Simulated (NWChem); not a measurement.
All runs are NWChem calculations. System: CH$_{6}$HfO, charge 0, spin multiplicity 1, at a geometry optimised with B3LYP/def2-SVP with def2 effective core potentials on Hf. The structure started from a generated list of species. Level: G0W0@CAM-B3LYP/def2-SVPD with def2 effective core potentials on Hf, RI basis def2-svpd-rifit, no spin-orbit coupling.

Job file:

```
start mol
memory heap 200 mb stack 700 mb global 1700 mb
geometry units angstroms nocenter noautoz
  Hf     0.335262    -0.345752     0.000000
  O     -0.987383     1.017252     0.000000
  C     -1.961463     2.024067     0.000000
  H     -1.486667     3.019598     0.000000
  H     -2.600705     1.941063    -0.895057
  H     -2.600705     1.941063     0.895057
  H     -0.533933    -1.995651     0.000000
  H      1.375492    -0.147181     1.535433
  H      1.375492    -0.147181    -1.535433
  symmetry group Cs
end
basis spherical
  * library def2-svpd
end
ecp
  Hf library def2-ecp
end
basis "ri basis" bse spherical
  * library def2-svpd-rifit
end
dft
  xc xcamb88 1.00 lyp 0.81 vwn_5 0.19 hfexch 1.00
  cam 0.33 cam_alpha 0.19 cam_beta 0.46
  direct
  iterations 100
  tolerances tight
end
task dft energy
gw
  states alpha occ 4 vir 2
end
task dft gw
```

NWChem printed:

```
             Northwest Computational Chemistry Package (NWChem) 7.3.0
             --------------------------------------------------------

                                NWChem Input Module
                                -------------------

 Scaling coordinates for geometry "geometry" by  1.889725989
 (inverse scale =  0.529177249)

 Turning off AUTOSYM since
 SYMMETRY directive was detected!

                             Geometry "geometry" -> ""
                             -------------------------

 Output coordinates in angstroms (scale by  1.889725989 to convert to a.u.)

  No.       Tag          Charge          X              Y              Z
 ---- ---------------- ---------- -------------- -------------- --------------
    1 Hf                  72.0000     0.33526200    -0.34575200     0.00000000
    2 O                    8.0000    -0.98738300     1.01725200     0.00000000
    3 C                    6.0000    -1.96146300     2.02406700     0.00000000
    4 H                    1.0000    -1.48666700     3.01959800     0.00000000
    5 H                    1.0000    -2.60070500     1.94106300    -0.89505700
    6 H                    1.0000    -2.60070500     1.94106300     0.89505700
    7 H                    1.0000    -0.53393300    -1.99565100     0.00000000
    8 H                    1.0000     1.37549200    -0.14718100     1.53543300
    9 H                    1.0000     1.37549200    -0.14718100    -1.53543300

 Effective nuclear repulsion energy (a.u.)     362.6433243690

            Nuclear Dipole moment (a.u.)
            ----------------------------
        X                 Y               Z
 ---------------- ---------------- ----------------
    -0.0000075589    -0.0000283459     0.0000000000

      Symmetry information
      --------------------

 Group name             Cs
 Group number              2
 Group order               2
 No. of unique centers     7

      Symmetry unique atoms

     1    2    3    4    5    7    8


 Summary of "ao basis" -> "" (spherical)
 ------------------------------------------------------------------------------
       Tag                 Description            Shells   Functions and Types
 ---------------- ------------------------------  ------  ---------------------
 *                         def2-svpd                  on all atoms

 Summary of "ri basis" -> "" (spherical)
 ------------------------------------------------------------------------------
       Tag                 Description            Shells   Functions and Types
 ---------------- ------------------------------  ------  ---------------------
 *                      def2-svpd-rifit               on all atoms

                                 NWChem DFT Module
                                 -----------------

 Summary of "ao basis" -> "ao basis" (spherical)
 ------------------------------------------------------------------------------
       Tag                 Description            Shells   Functions and Types
 ---------------- ------------------------------  ------  ---------------------
 Hf                        def2-svpd                13       35   6s4p2d1f
 O                         def2-svpd                 9       23   4s3p2d
 C                         def2-svpd                 8       20   4s2p2d
 H                         def2-svpd                 4        8   2s2p

 Summary of "ao basis" -> "ao basis" (spherical)
 ------------------------------------------------------------------------------
       Tag                 Description            Shells   Functions and Types
 ---------------- ------------------------------  ------  ---------------------
 Hf                        def2-svpd                13       35   6s4p2d1f
 O                         def2-svpd                 9       23   4s3p2d
 C                         def2-svpd                 8       20   4s2p2d
 H                         def2-svpd                 4        8   2s2p

      Symmetry analysis of basis
      --------------------------

        a'         82
        a"         44

  int_init: cando_txs set to always be  F

            General Information
            -------------------
          SCF calculation type: DFT
          Wavefunction type:  closed shell.
          No. of atoms     :     9
          No. of electrons :    32
           Alpha electrons :    16
            Beta electrons :    16
          Charge           :     0
          Spin multiplicity:     1
          Use of symmetry is: on ; symmetry adaption is: on
          Maximum number of iterations: 100
          This is a Direct SCF calculation.
          AO basis - number of functions:   126
                     number of shells:    54
          Convergence on energy requested:  1.00D-06
          Convergence on density requested:  1.00D-05
          Convergence on gradient requested:  5.00D-04

              XC Information
              --------------
                     Hartree-Fock (Exact) Exchange  1.000
                   CAM-Becke88 Exchange Functional  1.000
                      VWN V Correlation Functional  0.190 local
              Lee-Yang-Parr Correlation Functional  0.810

           Range-Separation Parameters
           ---------------------------
           Alpha           :  0.19
           Beta            :  0.46
           Gamma           :  0.33
           Short-Range HF  :     F

             Grid Information
             ----------------
          Grid used for XC integration:  medium
          Radial quadrature: Mura-Knowles
          Angular quadrature: Lebedev.
          Tag              B.-S. Rad. Rad. Pts. Rad. Cut. Ang. Pts.
[...]
      Symmetry analysis of molecular orbitals - initial
      -------------------------------------------------

  Numbering of irreducible representations:

     1 a'          2 a"

  Orbital symmetries:

     1 a'          2 a'          3 a'          4 a'          5 a"
     6 a'          7 a'          8 a'          9 a'         10 a'
    11 a"         12 a'         13 a'         14 a"         15 a'
    16 a"         17 a"         18 a'         19 a'         20 a'
    21 a"         22 a'         23 a'         24 a'         25 a"
    26 a'

   convergence    iter        energy       DeltaE   RMS-Dens  Diis-err    time
 ---------------- ----- ----------------- --------- --------- ---------  ------
 d= 0,ls=0.0,diis     1   -164.6398629316 -2.60D+02  1.62D-02  8.59D-01    18.7
 d= 0,ls=0.0,diis     2   -164.5157265435  1.24D-01  7.28D-03  2.48D+00    36.5
 d= 0,ls=0.0,diis     3   -164.7640695401 -2.48D-01  1.62D-03  3.36D-02    53.9
 d= 0,ls=0.0,diis     4   -164.7676826872 -3.61D-03  5.03D-04  3.38D-03    71.0
 d= 0,ls=0.0,diis     5   -164.7681555835 -4.73D-04  1.01D-04  3.60D-05    88.7
 d= 0,ls=0.0,diis     6   -164.7681654306 -9.85D-06  2.95D-05  5.61D-06   106.1
 d= 0,ls=0.0,diis     7   -164.7681664992 -1.07D-06  9.03D-06  4.98D-07   125.2
 d= 0,ls=0.0,diis     8   -164.7681665980 -9.88D-08  2.35D-06  3.50D-08   143.7

         Total DFT energy =     -164.768166597963
      One electron energy =     -426.088016771426
           Coulomb energy =      188.085488386323
    Exchange-Corr. energy =      -21.986073232429
 Nuclear repulsion energy =       95.220435019568

 Numeric. integr. density =       32.000006203277

     Total iterative time =    141.9s

                  Occupations of the irreducible representations
                  ----------------------------------------------

                     irrep           alpha         beta
                     --------     --------     --------
                     a'               12.0         12.0
                     a"                4.0          4.0

                       DFT Final Molecular Orbital Analysis
                       ------------------------------------

 Vector   14  Occ=2.000000D+00  E=-3.879648D-01  Symmetry=a'
              MO Center=  6.4D-01, -6.6D-01, -2.2D-13, r^2= 3.5D+00
   Bfn.  Coefficient  Atom+Function         Bfn.  Coefficient  Atom+Function
  ----- ------------  ---------------      ----- ------------  ---------------
     5      0.567928  1 Hf s                  3     -0.368946  1 Hf s
   103      0.232079  7 H  s                111      0.231657  8 H  s
   119      0.231657  9 H  s                  2      0.219952  1 Hf s
    19      0.175136  1 Hf d -2               4     -0.130381  1 Hf s
    62     -0.128359  3 C  s                  6      0.111459  1 Hf s

 Vector   15  Occ=2.000000D+00  E=-3.427688D-01  Symmetry=a'
              MO Center=  8.0D-02, -1.1D+00, -6.1D-11, r^2= 3.2D+00
   Bfn.  Coefficient  Atom+Function         Bfn.  Coefficient  Atom+Function
  ----- ------------  ---------------      ----- ------------  ---------------
   103      0.358750  7 H  s                 21     -0.279862  1 Hf d  0
   104      0.189190  7 H  s                 16     -0.178918  1 Hf px
   111     -0.179452  8 H  s                119     -0.179452  9 H  s
    17     -0.173140  1 Hf py                19      0.167180  1 Hf d -2
    23     -0.167854  1 Hf d  2               7      0.162797  1 Hf px

 Vector   16  Occ=2.000000D+00  E=-3.426883D-01  Symmetry=a"
              MO Center=  1.1D+00, -1.1D-01,  6.2D-11, r^2= 3.2D+00
   Bfn.  Coefficient  Atom+Function         Bfn.  Coefficient  Atom+Function
  ----- ------------  ---------------      ----- ------------  ---------------
    22      0.352146  1 Hf d  1             111     -0.310664  8 H  s
   119      0.310664  9 H  s                 18     -0.248822  1 Hf pz
     9      0.226776  1 Hf pz               112     -0.164189  8 H  s
   120      0.164189  9 H  s                 42     -0.111044  2 O  pz
    20     -0.100246  1 Hf d -1              45     -0.082228  2 O  pz

 Vector   17  Occ=0.000000D+00  E=-1.436562D-02  Symmetry=a"
              MO Center=  1.9D-01, -8.4D-01,  3.9D-15, r^2= 3.8D+00
   Bfn.  Coefficient  Atom+Function         Bfn.  Coefficient  Atom+Function
  ----- ------------  ---------------      ----- ------------  ---------------
    20      0.642574  1 Hf d -1              15     -0.432675  1 Hf pz
    22     -0.237431  1 Hf d  1              25      0.216655  1 Hf d -1
    27     -0.128928  1 Hf d  1              48      0.129288  2 O  pz
     9      0.123526  1 Hf pz               112     -0.093457  8 H  s
   120      0.093457  9 H  s                 18     -0.060109  1 Hf pz

 Vector   18  Occ=0.000000D+00  E=-1.435581D-02  Symmetry=a'
              MO Center=  8.4D-01, -2.1D-01,  7.1D-17, r^2= 3.8D+00
   Bfn.  Coefficient  Atom+Function         Bfn.  Coefficient  Atom+Function
  ----- ------------  ---------------      ----- ------------  ---------------
    21      0.534345  1 Hf d  0              13     -0.311757  1 Hf px
    23     -0.305486  1 Hf d  2              14     -0.302023  1 Hf py
    19     -0.299215  1 Hf d -2              26      0.210269  1 Hf d  0
    24     -0.119379  1 Hf d -2             104      0.107882  7 H  s
    46      0.093187  2 O  px                47      0.090711  2 O  py

 Vector   19  Occ=0.000000D+00  E=-7.269962D-03  Symmetry=a'
              MO Center=  7.4D-01, -7.7D-01,  1.2D-13, r^2= 6.6D+00
   Bfn.  Coefficient  Atom+Function         Bfn.  Coefficient  Atom+Function
  ----- ------------  ---------------      ----- ------------  ---------------
    39      1.183799  2 O  s                 62     -0.593269  3 C  s
    14     -0.532965  1 Hf py                13      0.515398  1 Hf px
    19     -0.413299  1 Hf d -2              17     -0.333287  1 Hf py
    61     -0.329721  3 C  s                 16      0.322855  1 Hf px
     6     -0.241406  1 Hf s                 21     -0.238934  1 Hf d  0

 center of mass
 --------------
 x =   0.14564602 y =  -0.15021036 z =   0.00000000

 moments of inertia (a.u.)
 ------------------
         403.820590660006         347.424862095976           0.000000000000
         347.424862095976         382.265364933179           0.000000000000
           0.000000000000           0.000000000000         740.613476586728

     Multipole analysis of the density
     ---------------------------------

     L   x y z        total         alpha         beta         nuclear
     -   - - -        -----         -----         ----         -------
     0   0 0 0     -0.000000    -16.000000    -16.000000     32.000000

     1   1 0 0     -0.614978     18.699114     18.699114    -38.013206
     1   0 1 0      0.637196    -19.282684    -19.282684     39.202564
     1   0 0 1      0.000000      0.000000      0.000000      0.000000

     2   2 0 0    -28.841697   -107.337771   -107.337771    185.833845
     2   1 1 0     -3.495730     82.479068     82.479068   -168.453866
     2   1 0 1      0.000000      0.000000      0.000000      0.000000
     2   0 2 0    -28.613484   -112.463516   -112.463516    196.313548
     2   0 1 1      0.000000      0.000000      0.000000      0.000000
     2   0 0 2    -32.237730    -27.398720    -27.398720     22.559710

 Task  times  cpu:      143.7s     wall:      143.7s

                                NWChem Input Module
                                -------------------

                                 NWChem GW Module
                                 ----------------

                             ***********************
                             ***        GW       ***
                             ***********************

 Summary of "ri basis" -> "ri basis" (spherical)
 ------------------------------------------------------------------------------
       Tag                 Description            Shells   Functions and Types
 ---------------- ------------------------------  ------  ---------------------
 Hf                     def2-svpd-rifit             35      149   9s9p8d5f3g1h
 O                      def2-svpd-rifit             20       64   7s6p5d2f
 C                      def2-svpd-rifit             20       64   7s6p5d2f
 H                      def2-svpd-rifit              9       23   4s3p2d

  int_init: cando_txs set to always be  F
  int_init: cando_txs set to always be  F

                 Memory Information
                 ------------------
          Available GA per process is          1699.9 MBs
          Available stack per process is        700.0 MBs
          Available heap per process is           0.1 MBs

          Peak memory in Initialization
              Peak GA per process is                  8.6 MBs
              Peak stack per process is               0.2 MBs
              Peak heap per process is                9.1 MBs
              Memory not in MA per process            0.0 MBs

          Peak memory in AFF Calculation
              Peak GA per process is                 36.3 MBs
              Peak stack per process is              23.6 MBs
              Peak heap per process is                0.0 MBs
              Memory not in MA per process           23.6 MBs

          Computing 2-center integrals
          Computing Inverse Cholesky factor
          Computing 3-center integrals
          Computing V_xc ...

          Computing Sigma_x
          Computing RPA polarizability
          Solving quasiparticle equations

                  Alpha Orbitals
          State     Energy (eV)     Error (eV)
          -----------------------------------
@GW        13        -11.314           0.005
@GW        14        -11.491           0.002
@GW        15        -10.233           0.002
@GW        16        -10.231           0.002
@GW        17          0.877           0.003
@GW        18          0.876           0.003

   Applying  -0.9059 eV scissor-shift to rest of particle states

   Applying   1.2682 eV scissor-shift to rest of hole states

     GW Timing Statistics
   ------------------------
   Init.   :          0.1s
     ERIs  :          2.6s
     Distr.:          0.0s
     Vxc   :         12.6s
   Sigma_x :          0.0s
   RPA     :          2.5s
   Wmn     :          0.1s
   Sigma_c :          0.0s
   GW total:         17.9s

 Task  times  cpu:       17.9s     wall:       17.9s

 Total times  cpu:      161.7s     wall:      161.7s
```
